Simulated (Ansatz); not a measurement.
A structure relaxed at r2SCAN-D4/def2-SVP in Ansatz, charge 0, singlet:

```xyz
10

B     0.3624   -0.4171   -0.0159
C    -1.1354   -0.7539   -0.3290
H    -1.2812   -0.6147   -1.4176
H    -1.8475   -0.0744    0.1636
H    -1.4004   -1.7988   -0.1067
C     0.9121    1.0070    0.3379
H     0.8911    1.0998    1.4410
H     0.2929    1.8283   -0.0532
H     1.9602    1.1511    0.0334
F     1.2459   -1.4272   -0.0535
```

**Question.** Give its formula, name or SMILES and point group.

**Answer.** BMe2F (C2H6BF). Point group C2 (tolerance 0.1 Å).

**Question.** Summarise the bond lengths by kind (pairs closer than 1.2 times the sum of covalent radii, bridged metal pairs left out).

**Answer.** 2 × B–C 1.57 Å; 1 × B–F 1.34 Å; 6 × C–H 1.10 to 1.11 Å.
